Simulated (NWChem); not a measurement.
System: C2H9PSi; SMILES C[SiH](C)P

Input file for NWChem:

```
start job
memory heap 200 mb stack 900 mb global 1100 mb
geometry units angstroms noautoz
  Si    -0.011763     0.436359     0.397818
  C      1.500786     1.350274    -0.282314
  C     -1.616493     1.188982    -0.266403
  P     -0.019791    -1.804337    -0.056478
  H     -0.007166     0.532992     1.887692
  H      1.538545     1.295610    -1.376512
  H      2.431641     0.923734     0.107608
  H      1.472698     2.410088     0.000672
  H     -2.493958     0.669200     0.133646
  H     -1.661964     1.133754    -1.360407
  H     -1.693615     2.245424     0.017541
  H      0.295457    -1.667462    -1.441888
  H      1.337755    -2.024932     0.321784
end
basis spherical
  * library def2-svp
end
dft
  xc xwpbe 0.80 cpbe96 1.0 hfexch 1.00
  cam 0.2 cam_alpha 0.2 cam_beta 0.8
  iterations 150
  vectors input atomic output neutral.movecs
end
task dft energy
charge 1
dft
  odft
  mult 2
  vectors input atomic output cation.movecs
end
task dft energy
```

NWChem printed, in part:

```
             Northwest Computational Chemistry Package (NWChem) 7.3.0
             --------------------------------------------------------

 C1  symmetry detected

                             Geometry "geometry" -> ""
                             -------------------------

 Output coordinates in angstroms (scale by  1.889725989 to convert to a.u.)

  No.       Tag          Charge          X              Y              Z
 ---- ---------------- ---------- -------------- -------------- --------------
    1 Si                  14.0000    -0.00935214     0.43884744     0.40520657
    2 C                    6.0000     1.51013329     1.34344543    -0.27191319
    3 C                    6.0000    -1.60832432     1.20691828    -0.25520576
    4 P                   15.0000    -0.03542359    -1.79984885    -0.05817995
    5 H                    1.0000    -0.00334010     0.52938520     1.89545835
    6 H                    1.0000     1.54698161     1.29292970    -1.36634158
    7 H                    1.0000     2.43773027     0.90792540     0.11584022
    8 H                    1.0000     1.49061008     2.40229070     0.01538677
    9 H                    1.0000    -2.48972808     0.69251857     0.14313795
   10 H                    1.0000    -1.65470775     1.15650055    -1.34940370
   11 H                    1.0000    -1.67690641     2.26277825     0.03306132
   12 H                    1.0000     0.28030432    -1.65985942    -1.44316941
   13 H                    1.0000     1.32048609    -2.03278249     0.31855109

 Effective nuclear repulsion energy (a.u.)     217.9098833604

  pbe96 is a nonlocal functional; adding pw91lda local functional.

                                 NWChem DFT Module
                                 -----------------

 Summary of "ao basis" -> "ao basis" (spherical)
 ------------------------------------------------------------------------------
       Tag                 Description            Shells   Functions and Types
 ---------------- ------------------------------  ------  ---------------------
 Si                         def2-svp                 8       18   4s3p1d
 C                          def2-svp                 6       14   3s2p1d
 P                          def2-svp                 8       18   4s3p1d
 H                          def2-svp                 3        5   2s1p

            General Information
            -------------------
          SCF calculation type: DFT
          Wavefunction type:  closed shell.
          No. of atoms     :    13
          No. of electrons :    50
           Alpha electrons :    25
            Beta electrons :    25
          Charge           :     0
          Spin multiplicity:     1
          Use of symmetry is: off; symmetry adaption is: off
          Maximum number of iterations: 150
          AO basis - number of functions:   109
                     number of shells:    55
          Convergence on energy requested:  1.00D-06
          Convergence on density requested:  1.00D-05
          Convergence on gradient requested:  5.00D-04

              XC Information
              --------------
                     Hartree-Fock (Exact) Exchange  1.000
                     LC-wPBE(h)Exchange Functional  0.800
            Perdew 1991 LDA Correlation Functional  1.000 local
           PerdewBurkeErnz. Correlation Functional  1.000 non-local

           Range-Separation Parameters
           ---------------------------
           Alpha           :  0.20
           Beta            :  0.80
           Gamma           :  0.20
           Short-Range HF  :     F

             Grid Information
             ----------------
          Grid used for XC integration:  medium
          Radial quadrature: Mura-Knowles
          Angular quadrature: Lebedev.
          Tag              B.-S. Rad. Rad. Pts. Rad. Cut. Ang. Pts.
          ---              ---------- --------- --------- ---------
          Si                  1.10       88           9.0       590
          C                   0.70       49          11.0       434
          P                   1.00       88          11.0       590
          H                   0.35       45          12.0       434
          Grid pruning is: on
          Number of quadrature shells:   679
          Spatial weights used:  Erf1

      Superposition of Atomic Density Guess
      -------------------------------------

 Sum of atomic energies:        -709.01933679

      Non-variational initial energy
      ------------------------------

 Total energy =    -711.080233
 1-e energy   =   -1410.239152
 2-e energy   =     481.249036
 HOMO         =      -0.283000
 LUMO         =       0.074758

   convergence    iter        energy       DeltaE   RMS-Dens  Diis-err
 ---------------- ----- ----------------- --------- --------- ---------
 d= 0,ls=0.0,diis     1   -711.8826137489 -9.30D+02  4.41D-03  2.75D-01
 d= 0,ls=0.0,diis     2   -711.9128082700 -3.02D-02  1.56D-03  2.58D-02
 d= 0,ls=0.0,diis     3   -711.9158352029 -3.03D-03  5.19D-04  6.64D-03
 d= 0,ls=0.0,diis     4   -711.9167230947 -8.88D-04  1.11D-04  8.79D-05
 d= 0,ls=0.0,diis     5   -711.9167400248 -1.69D-05  5.18D-05  1.08D-05
  Resetting Diis
 d= 0,ls=0.0,diis     6   -711.9167423788 -2.35D-06  1.35D-05  4.49D-07
 d= 0,ls=0.0,diis     7   -711.9167425149 -1.36D-07  4.88D-06  3.11D-08

         Total DFT energy =     -711.916742514928
      One electron energy =    -1414.681749065343
           Coulomb energy =      542.864590963673
    Exchange-Corr. energy =      -58.009467773674
 Nuclear repulsion energy =      217.909883360416

 Numeric. integr. density =       49.999985238998

                       DFT Final Molecular Orbital Analysis
                       ------------------------------------

 Vector   23  Occ=2.000000D+00  E=-3.983113D-01
              MO Center= -4.6D-01,  6.2D-01,  4.6D-01, r^2= 3.5D+00
   Bfn.  Coefficient  Atom+Function         Bfn.  Coefficient  Atom+Function
  ----- ------------  ---------------      ----- ------------  ---------------
    65      0.298113   5 H  s                36     -0.268019   3 C  px
    10      0.219454   1 Si pz               66      0.168831   5 H  s
    38     -0.165728   3 C  pz               39     -0.163688   3 C  px
    13      0.157447   1 Si pz                8      0.149700   1 Si px
    90      0.136011  10 H  s                35     -0.125644   3 C  s

 Vector   24  Occ=2.000000D+00  E=-3.836825D-01
              MO Center= -1.1D-01, -1.6D-01,  1.6D-01, r^2= 4.2D+00
   Bfn.  Coefficient  Atom+Function         Bfn.  Coefficient  Atom+Function
  ----- ------------  ---------------      ----- ------------  ---------------
    36      0.196976   3 C  px               50     -0.175603   4 P  s
    65      0.175237   5 H  s                58     -0.173632   4 P  py
     8     -0.161842   1 Si px               55     -0.161152   4 P  py
    22      0.157306   2 C  px               54      0.149158   4 P  px
   105      0.148110  13 H  s                 9      0.145598   1 Si py

 Vector   25  Occ=2.000000D+00  E=-3.280366D-01
              MO Center= -2.5D-02, -1.5D+00, -3.9D-03, r^2= 3.2D+00
   Bfn.  Coefficient  Atom+Function         Bfn.  Coefficient  Atom+Function
  ----- ------------  ---------------      ----- ------------  ---------------
    58      0.377099   4 P  py               55      0.288016   4 P  py
    57      0.286415   4 P  px               50     -0.264283   4 P  s
    49     -0.248939   4 P  s                54      0.202754   4 P  px
     9     -0.173418   1 Si py               52     -0.162606   4 P  py
    48     -0.160336   4 P  s                21     -0.142914   2 C  s

 Vector   26  Occ=0.000000D+00  E= 9.593995D-02
              MO Center=  2.8D-03, -6.8D-01,  9.1D-02, r^2= 6.0D+00
   Bfn.  Coefficient  Atom+Function         Bfn.  Coefficient  Atom+Function
  ----- ------------  ---------------      ----- ------------  ---------------
    35      1.285752   3 C  s               106     -0.860994  13 H  s
    57      0.551093   4 P  px               21      0.523915   2 C  s
    12     -0.510047   1 Si py               96     -0.500930  11 H  s
    13      0.423526   1 Si pz               59      0.408878   4 P  pz
    58     -0.362117   4 P  py              101      0.358253  12 H  s

 Vector   27  Occ=0.000000D+00  E= 1.094041D-01
              MO Center=  1.2D-02, -1.1D+00, -4.5D-01, r^2= 4.8D+00
   Bfn.  Coefficient  Atom+Function         Bfn.  Coefficient  Atom+Function
  ----- ------------  ---------------      ----- ------------  ---------------
   101      1.090816  12 H  s                59      0.832283   4 P  pz
    35     -0.699610   3 C  s                50     -0.641372   4 P  s
    11     -0.407499   1 Si px               91      0.406921  10 H  s
     3     -0.400610   1 Si s                13      0.335335   1 Si pz
    58      0.301040   4 P  py               71      0.297872   6 H  s

 Vector   28  Occ=0.000000D+00  E= 1.201444D-01
              MO Center=  7.3D-01,  1.6D-01, -3.1D-01, r^2= 6.4D+00
   Bfn.  Coefficient  Atom+Function         Bfn.  Coefficient  Atom+Function
  ----- ------------  ---------------      ----- ------------  ---------------
    21      1.740435   2 C  s                50      0.973402   4 P  s
     4     -0.819990   1 Si s                81     -0.719031   8 H  s
    58      0.651188   4 P  py              101     -0.603150  12 H  s
    12      0.575925   1 Si py               11     -0.560933   1 Si px
    71     -0.555176   6 H  s                76     -0.525124   7 H  s

     Multipole analysis of the density
     ---------------------------------

     L   x y z        total         alpha         beta         nuclear
     -   - - -        -----         -----         ----         -------
     0   0 0 0     -0.000000    -25.000000    -25.000000     50.000000

[...]
```

Level: LRC-wPBEh/def2-SVP, vertical spin-unrestricted ions. The geometry was optimised at B3LYP/6-31G* (spherical d).
